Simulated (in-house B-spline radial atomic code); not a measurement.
# Ionising As VI (As5+) with different functionals

Computed with an all-electron radial atomic-structure program (B-spline basis): scalar-relativistic (spin-free X2C) Hamiltonian, Fermi nucleus of rms radius 4.0968 fm, spin-polarised at highest spin, spherical fractional occupations for the functionals, the average over the highest-spin determinants for Hartree-Fock. The ionisation energy is the difference of two self-consistent energies, [Ar] 3d10 → [Ar] 3d9, without Breit or QED terms; ε is the level of the shell that loses the electron (its least bound occupied spin orbital). There is no spin-orbit coupling in this Hamiltonian.

Hybrids are left out here: with spherical fractional occupations of an open shell their exact exchange keeps a self-interaction that integer-occupation calculations don't have.

```tsv
method	rung	ΔSCF (eV)	-ε(3d) (eV)
Hartree-Fock	Hartree-Fock	119.27	123.26
LDA VWN5	LDA	121.59	107.56
LDA PW92	LDA	121.58	107.55
LDA exchange-only	LDA	119.44	105.49
PBE	GGA	121.24	107.21
PBEsol	GGA	121.19	107.17
BLYP	GGA	?	?
RPBE	GGA	121.14	107.11
PW91	GGA	121.40	107.36
BP86	GGA	?	?
AM05	GGA	121.24	107.21
OLYP	GGA	121.81	107.77
TPSS	meta-GGA	121.14	107.13
SCAN	meta-GGA	121.85	107.94
r2SCAN	meta-GGA	121.89	107.98
revTPSS	meta-GGA	121.01	107.01
```

What does BP86 give?

ΔSCF 121.30 eV, and -ε(3d) = 107.26 eV.

What does BLYP give?

ΔSCF 121.15 eV, and -ε(3d) = 107.14 eV.

How do they compare with the NIST value?

NIST lists 121.19 eV ± 0.06 (measured, ground level to ground level). Errors run from -1.92 to +0.70 eV; PBEsol is closest (+0.00 eV), though others lie within the uncertainty of it, and part of that can be cancellation, since the calculations leave out spin-orbit coupling, Breit-QED terms, multiplet and fine-structure energies. Hartree-Fock also lacks correlation.
